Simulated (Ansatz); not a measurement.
Basis-set series for `[NH]=[Nb]([OH])([OH])[Cl]`. Total charge 0; spin multiplicity 1. Nb takes the def2 core potential. All single points use the PBE0-D4/def2-TZVP geometry. It is one conformer, not always the lowest.

```json
{"functional": "PBE0-D4", "basis": "def2-TZVPP", "functions": "233", "energy (Eh)": "-724.11872", "HOMO (eV)": "-7.98", "LUMO (eV)": "-1.56"}
{"functional": "PBE0-D4", "basis": "def2-QZVPP", "functions": "412", "energy (Eh)": "-724.14761", "HOMO (eV)": "-8.02", "LUMO (eV)": "-1.60"}
{"functional": "ωB97M-V", "basis": "def2-TZVPP", "functions": "233", "energy (Eh)": "-724.32214", "HOMO (eV)": "-10.31", "LUMO (eV)": "0.50"}
{"functional": "ωB97M-V", "basis": "def2-QZVPP", "functions": "412", "energy (Eh)": "-724.34990", "HOMO (eV)": "-10.36", "LUMO (eV)": "0.14"}
```

**Question.** Give the rows for def2-SVP. (An estimate is asked.)

**Answer.** Computed: 
```csv
functional,basis,functions,energy (Eh),HOMO (eV),LUMO (eV)
PBE0-D4,def2-SVP,106,-723.68996,-7.86,-1.38
ωB97M-V,def2-SVP,106,-723.88893,-10.18,0.74
```

Positive LUMOs are unbound and depend on the basis.
